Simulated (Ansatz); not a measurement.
Mulliken charges of `Cl[B-]1(Cl)[OH+][B-](Cl)(Cl)[OH+]1` from ωB97M-V/def2-TZVPP in Ansatz (PBE0-D4/def2-TZVP geometry).

```csv
atom,x (Å),y (Å),z (Å),charge (e)
Cl1,0.904,-2.518,-0.170,-0.110
B2,-0.081,-1.090,0.217,0.111
Cl3,-1.580,-1.385,1.175,-0.131
O4,0.757,0.062,0.806,-0.083
B5,0.348,0.990,-0.356,0.111
Cl6,-0.831,2.247,0.176,-0.131
Cl7,1.744,1.562,-1.293,-0.110
O8,-0.356,-0.211,-1.019,-0.083
H9,0.471,0.362,1.678,0.213
H10,-1.292,-0.071,-1.212,0.213
```

By hand: the dipole of these point charges (1 e Å = 4.8032 D).

Σ q r = (-0.154, 0.055, 0.085) e Å, of length 0.184 e Å = 0.88 D.

How does the dipole of the full density compare? (An estimate is asked.)

Ansatz gave: (-0.306, 0.110, 0.170) e Å, 1.76 D; the point charges give 0.50 times that, at 0° from its direction.

Point charges leave out the atoms' own dipoles, such as those of lone pairs, and Mulliken's split depends on the basis, so the two needn't agree.
